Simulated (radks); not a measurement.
Excited configurations of neutral lithium: one electron is placed in a higher orbital outside [He]. The ground configuration is [He] 2s1. Calculated with a radial shooting solver on a logarithmic mesh with Libxc functionals: non-relativistic Kohn-Sham, BLYP, spin-unpolarised, spherical densities, point nucleus; without spin polarisation the odd electron is poorly described. Excitation = E - E(ground); binding = E(ion) - E, where the ion is the core of charge +1; n* = 1/sqrt(2 binding) in atomic units, and the quantum defect is n - n*.

3p: excitation (eV) 3.535; binding (eV) 1.786; quantum defect 0.240; eigenvalue (eV) -0.909
3d: excitation (eV) 3.851; binding (eV) 1.470; quantum defect -0.042; eigenvalue (eV) -0.594
5s: excitation (eV) 4.494; binding (eV) 0.827; quantum defect 0.944; eigenvalue (eV) -0.505
6f: excitation (eV) 4.824; binding (eV) 0.498; quantum defect 0.771; eigenvalue (eV) -0.306
7s: excitation (eV) 4.869; binding (eV) 0.452; quantum defect 1.513; eigenvalue (eV) -0.316

The Delta-SCF ionisation energy is 5.321 eV (NIST Atomic Spectra Database: 5.392 eV, measured). Self-interaction in the functional shifts the binding energies and quantum defects, so they are the method's values and not measured ones. Spin polarisation and multiplet splitting are left out, so open shells lie too high by an amount that depends on their filling.
